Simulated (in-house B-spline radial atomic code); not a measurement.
How numerical settings move a run on neutral rubidium, [Kr] 5s1. Computed with an all-electron radial atomic-structure program (B-spline basis): non-relativistic SCAN, spherical fractional occupations, point nucleus.

Command:
```bash
python run_scf.py task.json out
```
Settings of the sound reference run:
```
Z                37
electrons        37
configuration    [Kr] 5s1
hamiltonian      nr
method           scan,scan
spin_polarised   False
knot_spacing     0.22
spline_order     8
gauss_points     12
box_radius       50
max_iterations   70
damping          0.5
damped_steps     3
diis_vectors     10
tolerance        1e-08
start            Thomas-Fermi
```

Time taken, with all properties: 0.17 s on 1 thread of Arm Neoverse V2, with other jobs on the host.

It converges in 9 iterations to -2940.368503 hartree, with 5s at -2.18025 eV. The other runs change the listed settings, some to values that make no sense; their results aren't properties of the atom or ion. Radii are in bohr (the nuclear one in fm), a minus after a letter asks for a j subshell, and «unchanged» means within 1e-8 hartree. The run stops when the residual is below 10 × tolerance × max(1, Z/10), or a noise floor if that is larger, and the energy moves by less than 1e-8 × √|E| hartree; so very loose and very tight tolerances often act alike.

```tsv
changed settings	outcome
knot_spacing = 2	converged in 7 iterations, energy +2.54e+02 hartree from the reference, 5s level +4.8e-01 eV (the program warns: 3s reaches the box edge; 3p reaches the box edge)
box_radius = 100, first_knot = 2.7e-06, max_iterations = 60, diis_vectors = 20, start = bare nucleus	converged in 6 iterations, energy -2.80e-05 hartree from the reference, 5s level +4.1e-06 eV
knot_spacing = 0.15	converged in 11 iterations, energy -9.11e-04 hartree from the reference, 5s level +1.8e-04 eV
electrons = 39, configuration = [Kr] 5s3, max_iterations = 60	stopped with error: shell 5s holds at most 2 electrons
spline_order = 6, max_iterations = 75, diis_vectors = 4, tolerance = 1e-10	converged in 12 iterations, energy -1.86e-05 hartree from the reference, 5s level -2.0e-04 eV
box_radius = 25	converged in 10 iterations, energy +1.59e-08 hartree from the reference, 5s level +5.1e-06 eV (the program warns: 5s reaches the box edge)
hamiltonian = dirac, method = hf, spin_polarised = True, nucleus = fermi, rms_radius = 4.2036, mass_number = 85, atomic_mass = 84.91179, speed_of_light = 137.036	stopped with error: spin polarisation is not served with the Dirac Hamiltonian
electrons = 38, configuration = [Kr] 5s1 1f1, max_iterations = 60	stopped with error: there is no 1f shell
knot_spacing = 0.1	converged in 10 iterations, energy -2.52e-03 hartree from the reference, 5s level +4.1e-04 eV
first_knot = 0.0027	converged in 9 iterations, energy +1.88e-04 hartree from the reference, 5s level +5.2e-04 eV
box_radius = 7.5	converged in 10 iterations, energy +3.98e-02 hartree from the reference, 5s level +1.6e+00 eV (the program warns: 5s reaches the box edge; 4s reaches the box edge)
first_knot = 0.027	converged in 9 iterations, energy +1.17e-04 hartree from the reference, 5s level -1.7e-04 eV
box_radius = 15	converged in 9 iterations, energy +2.04e-04 hartree from the reference, 5s level +1.9e-02 eV (the program warns: 5s reaches the box edge)
gauss_points = 5, first_knot = 2.7e-06, max_iterations = 75, damping = 0.8, start = bare nucleus	converged in 8 iterations, energy +6.85e-04 hartree from the reference, 5s level +7.8e-03 eV
box_radius = 3	converged in 10 iterations, energy +2.64e+00 hartree from the reference, 5s level +5.4e+01 eV (the program warns: 5s has a positive eigenvalue: unbound, held by the box; 3d reaches the box edge)
first_knot = 0.0811	converged in 10 iterations, energy +1.14e-02 hartree from the reference, 5s level -2.4e-04 eV
knot_spacing = 1.4	converged in 8 iterations, energy +1.86e+02 hartree from the reference, 5s level +1.6e-01 eV (the program warns: 3s reaches the box edge)
first_knot = 2.7e-05	converged in 6 iterations, energy +2.28e-04 hartree from the reference, 5s level +7.1e-04 eV
box_radius = 200	converged in 9 iterations, energy unchanged
first_knot = 0.00027	converged in 8 iterations, energy +1.41e-05 hartree from the reference, 5s level +9.8e-04 eV
```

(1) What happens with box_radius = 5?

(2) What happens with gauss_points = 3, max_iterations = 60, tolerance = 1e-06, start = bare nucleus?

(3) What happens with box_radius = 5, max_iterations = 3, damping = 0, diis_vectors = 4?

(4) What happens with first_knot = 0.00811?

Results:

(1) Converged in 10 iterations, energy +2.56e-01 hartree from the reference, 5s level +8.1e+00 eV (the program warns: 5s has a positive eigenvalue: unbound, held by the box; 4s reaches the box edge).

(2) Converged in 5 iterations, energy -5.67e+05 hartree from the reference, 5s level -1.9e+01 eV.

(3) Not converged after 3 iterations, last residual 1.4e-03, last energy +2.56e-01 hartree from the reference.

(4) Converged in 9 iterations, energy +1.88e-04 hartree from the reference, 5s level +5.4e-04 eV.
